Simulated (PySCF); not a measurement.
H6O3SSi2, SMILES S([SiH3])[Si](O)(O)O (PBE0/def2-SVP optimised geometry):

```
12

Si    -0.535     0.993     0.000
S     -1.329     0.161    -1.830
Si    -0.258    -1.682    -1.866
O     -1.252    -2.828    -2.513
O      0.217    -1.943    -0.306
O      1.124    -1.711    -2.763
H      0.955     0.993     0.000
H     -1.026     2.402     0.000
H     -1.058     0.294     1.206
H     -2.182    -2.765    -2.273
H      1.058    -2.402    -0.203
H      1.017    -1.855    -3.708
```

Computed with PBE0/def2-TZVP (PySCF).

Q: What are the frontier orbital energies and the dipole moment?

A: HOMO-2 -9.15 eV, HOMO-1 -8.78 eV, HOMO -7.55 eV, LUMO -0.03 eV, LUMO+1 0.51 eV; dipole moment 0.94 D.

On the same geometry PBE/def2-TZVP in PySCF 2.14.0 gives HOMO-2 -7.57 eV, HOMO-1 -7.44 eV, HOMO -6.31 eV, LUMO -0.89 eV, LUMO+1 -0.41 eV; dipole moment 1.03 D.

Meta-Löwdin charges at PBE0/def2-TZVP: Si1 0.46, S2 -0.44, Si3 1.41, O4 -0.76, O5 -0.76, O6 -0.76, H7 -0.08, H8 -0.08, H9 -0.08, H10 0.36, H11 0.36, H12 0.36.
